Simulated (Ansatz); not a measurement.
Mo3O9⁻, relaxed as a quartet with UKS PBE-D4/def2-SVP in Ansatz, starting from the PBE-D4/def2-SVP geometry of the charge -1 doublet. Force threshold 0.03 eV/Å.

In the def2 sets Mo takes a core potential; there is no spin–orbit coupling. The structure holds one bond between oxygen atoms, so isomers without such links may lie far lower. The gap within one spin of the charge -1 quartet nearly closes, so an electron or hole may be smeared out by delocalisation error. At PBE-D4/def2-SVP a doublet of charge -1 lies 1.79 eV below the quartet, each at its own geometry. The structure comes from a short search, and lower isomers may exist.

Start:

Cartesian coordinates in Å:
```
Mo 0.095 -0.422 -1.929
Mo 1.429 1.354 -0.175
Mo -0.792 -0.888 1.502
O -2.702 -0.648 1.513
O 0.767 2.902 -0.499
O -0.253 -2.202 2.426
O 0.678 0.366 1.217
O -2.009 0.280 2.429
O -1.006 0.546 -2.818
O 3.132 1.274 -0.365
O 1.205 -1.291 -2.905
O -0.543 -1.272 -0.396
```

(1) Estimate the energy that the relaxation releases and the steps that it takes.

(2) Does the start keep its bonding?

(3) Predict the relaxed structure.

Results:

(1) 46.7 kJ/mol, in 15 steps; 2 min on 4 threads of Arm Neoverse V2 on a shared host. The force fell under the threshold at step 12, but the optimiser went on. No frequencies were taken in this run, so the end may be a saddle point.

(2) By distances, no bond broke or formed. The bond that changes most is Mo3–O8, from 1.93 to 2.09 Å (atoms count from 1).

(3) 
```
atom   x (Å)   y (Å)   z (Å)
 Mo1   0.114  -0.354  -1.922
 Mo2   1.393   1.388  -0.248
 Mo3  -0.718  -0.880   1.405
  O4  -2.751  -0.674   1.805
  O5   0.876   2.983  -0.630
  O6   0.044  -2.236   2.072
  O7   0.475   0.606   1.259
  O8  -2.056   0.077   2.688
  O9  -0.802   0.513  -3.091
 O10   3.087   1.096  -0.287
 O11   1.287  -1.436  -2.557
 O12  -0.949  -1.083  -0.494
```
Bond lengths (bridged metal pairs left out): 11 × Mo–O 1.69 to 2.09 Å; 1 × Mo–Mo 2.73 Å; 1 × O–O 1.35 Å.
